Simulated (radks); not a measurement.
Results of a calculation; reference values are marked as such.
All-electron atom: La XLIII in [Ne] 3s2 3p3.

Code: a radial shooting solver on a logarithmic mesh with Libxc functionals. Model: Dirac Kohn-Sham, PBE, spin-unpolarised, spherical densities, point nucleus; open shells are shared between the two j in proportion to 2j + 1.

Energy parts (hartree):
total: -6903.6026
kinetic: 7478.9697
electron-nucleus: -15139.3317
Hartree: 873.7325
exchange-correlation: -116.9732

Orbitals (lengths in bohr, moments of r in powers of bohr; r(max) is where P^2 peaks):
orbital  occ.  eigenvalue (hartree)   r(max)  <1/r>
1s1/2       2             -1519.835  0.01607  62.04
2s1/2       2             -319.0401  0.09052  14.80
2p1/2       2             -307.3467  0.06903  14.73
2p3/2       4             -291.7562  0.07408  13.41
3s1/2       2             -125.1026   0.2442  5.941
3p1/2       1             -120.8425   0.2293  5.875
3p3/2       2             -116.9185   0.2383  5.529
3d3/2       0             -110.8583   0.1854  5.402
3d5/2       0             -109.9175   0.1880  5.313
4s1/2       0             -65.88685   0.4870  3.140
4p1/2       0             -64.07619   0.4777  3.107
4p3/2       0             -62.56006   0.4907  2.972

The highest occupied level is 3p3/2 at -3181.5 eV. Summed over all electrons, <r^2> = 0.4580 bohr^2, which gives a Langevin (diamagnetic) susceptibility term of -0.363 x 10^-6 cm^3/mol.
